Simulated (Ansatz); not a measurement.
**Match the barriers**

Saddle point of HfSiN$_{2}$H$_{10}$O$_{4}$, singlet (HfSiN₂H₁₀O₄ ([NH2][SiH2]1[NH2][Hf]([OH])([OH])([OH])[OH]1) → HfSiNH₇O₄ ([OH][Hf]1([OH])([OH])[NH2][SiH2][O]1) + NH₃; bonds formed: N2–H4; bonds broken: Si1–N2, H4–O5), PBE0-D4/def2-TZVP structure:

```xyz
18
angstrom
Si -1.0911 0.0189 -1.2301
N -0.1823 0.5447 -2.8457
N -1.4370 -0.4267 0.5827
H 0.7359 0.5100 -1.7709
O 0.5462 0.2455 -0.6963
Hf 0.7462 -0.1231 1.3774
O 0.0560 1.1996 2.6417
O 2.6434 0.2694 1.3340
O 0.7035 -1.9660 2.0340
H -1.5220 -1.3031 -1.7667
H -2.0350 1.1724 -1.2516
H -0.1048 -0.1405 -3.5848
H -0.4315 1.4348 -3.2549
H -2.1000 0.1848 1.0457
H -1.7617 -1.3761 0.7277
H 0.4113 1.8381 3.2552
H 3.4998 0.5037 0.9932
H 1.3229 -2.5864 2.4094
```

Ansatz 0.2.0; basis: def2-TZVPP, with def2-QZVPP for the basis limit; cores frozen in the correlated methods. Core potentials replace the inner electrons of the atoms past krypton. Extrapolation: Hartree–Fock as exp(−7.88 √X), correlation as X^−2.97. Four methods, as single points on the PBE0-D4 structures, gave these electronic barriers from the start structure: 0.075, 0.291, 0.471, 0.671 eV.

**Question.** The methods were, in alphabetical order, BHLYP-D4, HF, PBE0-D4, SPW92. Which gave which? (Judge from chemistry; the calculation decides.)

**Answer.** By the calculation: SPW92 0.075; PBE0-D4 0.291; BHLYP-D4 0.471; HF 0.671 eV. For comparison, CCSD(T) at an estimated basis limit (MP2 extrapolated from triple and quadruple zeta, plus CCSD(T) − MP2 in triple zeta) gives 0.372 eV.

No T1 diagnostic of these runs exceeds 0.016. The end structure is not quite a true minimum (one mode of 75i cm⁻¹).

The step is the kind of ligand exchange by which a precursor binds to a hydroxyl group, or is hydrolysed, in atomic layer deposition of oxides. Here a small cluster stands in for the surface site.

Labels in which every atom is bracketed show which atoms are joined, not bond orders.

For scale, one of the runs: CCSD(T)/def2-TZVPP, 424 basis functions, launched by `ansatz run in.yaml --threads 4 --pin off --events-out ev --progress --plain --max-ram 46080MiB --backend cuda --devices 0, --max-vram 37GiB`. The run took 56 s on 4 CPU threads of an AMD EPYC 7R13 and a share of one NVIDIA H100 (shared host), with 0.89 GiB of host memory at its peak.
